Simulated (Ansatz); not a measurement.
One geometry of CH₅ClGaN (`[CH3][Ga]([NH2])[Cl]`), several functionals.

```yaml
crystal:
  periodic: [false, false, false]
  atoms:
    - {symbol: C, position_ang: [0.118575, 1.341674, -0.788852]}
    - {symbol: Ga, position_ang: [0.110491, -0.512933, -0.199796]}
    - {symbol: N, position_ang: [-0.303389, -1.158537, 1.433611]}
    - {symbol: Cl, position_ang: [0.647646, -2.079446, -1.585306]}
    - {symbol: H, position_ang: [-0.545380, 1.458092, -1.646942]}
    - {symbol: H, position_ang: [1.124877, 1.622366, -1.104527]}
    - {symbol: H, position_ang: [-0.204767, 2.014661, 0.005779]}
    - {symbol: H, position_ang: [-0.579911, -0.592666, 2.216709]}
    - {symbol: H, position_ang: [-0.279740, -2.139610, 1.652123]}
basis:
  gaussian: {orbitals: def2-TZVPP}
hamiltonian: {xc: {name: BLYP}, dispersion: d4}
output: {orbitals: {seedname: orbitals}}
```

```sh
$ ansatz run in.yaml --threads 4 --pin off --events-out ev --progress --plain --max-ram 10444MiB
```

Shortened log:

```
Functional definition: BLYP
1292 factors; their error is unknown
mean field evaluation 1: about -67491.5668 eV, gradient 1.1e2 eV
mean field evaluation 2: about -67422.9498 eV, gradient 1.8e2 eV
mean field evaluation 4: about -67512.6441 eV, gradient 2.4e1 eV
mean field evaluation 8: about -67513.8593 eV, gradient 1.6e-1 eV
mean field evaluation 16: about -67513.8299 eV, gradient 3.8e-4 eV
mean field -67513.82985113 eV, -2481.0874845117 hartree, gradient 8.3e-5 eV, S^2 0.000000; 0 other end points of the search recorded, 0 dependent functions left out
reference -67513.83021209 eV, -2481.0874977767 hartree; 33, 33 occupied and 189, 189 virtual orbitals, 1292 factors
Total energy: -67514.21988864 eV, -2481.1018181257 hartree
```

Hardware: 4 threads of an Arm Neoverse V2 on a shared host. Wall time 1.4 s, peak host memory 0.29 GiB.

The same input with `hamiltonian: {xc: {name: CAM-B3LYP}, dispersion: d4}` (abridged; 2.4 s):

```
Functional definition: CAM-B3LYP
mean field evaluation 16: about -67515.6147 eV, gradient 3.6e-5 eV
mean field -67515.61468464 eV, -2481.1530759333 hartree, gradient 3.6e-5 eV, S^2 0.000000
Total energy: -67515.77559181 eV, -2481.1589891625 hartree
```

With the line `hamiltonian: {xc: {name: B97M-V}}` (abridged; 6 s):

```
Functional definition: B97M-V
mean field evaluation 16: about -67499.7327 eV, gradient 1.1e-4 eV
mean field -67499.73274786 eV, -2480.5694255217 hartree, gradient 3.3e-5 eV, S^2 0.000000
Total energy: -67499.73280724 eV, -2480.5694277040 hartree
```

With the line `hamiltonian: {xc: {name: revPBE}, dispersion: d4}` (abridged; 1.4 s):

```
Functional definition: revPBE
mean field evaluation 16: about -67506.2722 eV, gradient 3.9e-4 eV
mean field -67506.27217987 eV, -2480.8097452154 hartree, gradient 6.3e-5 eV, S^2 0.000000
Total energy: -67506.76261666 eV, -2480.8277684353 hartree
```

The same input with `hamiltonian: {xc: pbe, dispersion: d4}` and forces (abridged; 1.6 s):

```
Functional definition: PBE
mean field evaluation 16: about -67496.7452 eV, gradient 4.4e-3 eV
mean field -67496.74516705 eV, -2480.4596339519 hartree, gradient 6.2e-5 eV, S^2 0.000000
Total energy: -67496.92757196 eV, -2480.4663372089 hartree
Atom 0 force    -0.002919     0.006178     0.007973 eV/Å
Atom 1 force     0.017355     0.127617    -0.101091 eV/Å
Atom 2 force     0.013305     0.018546    -0.051485 eV/Å
Atom 3 force     0.061588    -0.185848    -0.155221 eV/Å
Atom 4 force    -0.125393     0.013337    -0.158579 eV/Å
Atom 5 force     0.189209     0.044262    -0.056978 eV/Å
Atom 6 force    -0.061683     0.121714     0.154551 eV/Å
Atom 7 force    -0.097204     0.194331     0.277244 eV/Å
Atom 8 force     0.005740    -0.340138     0.083586 eV/Å
Dipole moment:    -0.153659     0.394276     0.413399 e Å
```

The same input with `hamiltonian: {xc: lda}` (abridged; 0.8 s):

```
Functional definition: SPW92
mean field evaluation 16: about -67367.5120 eV, gradient 5.2e-4 eV
mean field -67367.51198613 eV, -2475.7104021507 hartree, gradient 7.7e-5 eV, S^2 0.000000
Total energy: -67367.51202433 eV, -2475.7104035543 hartree
```
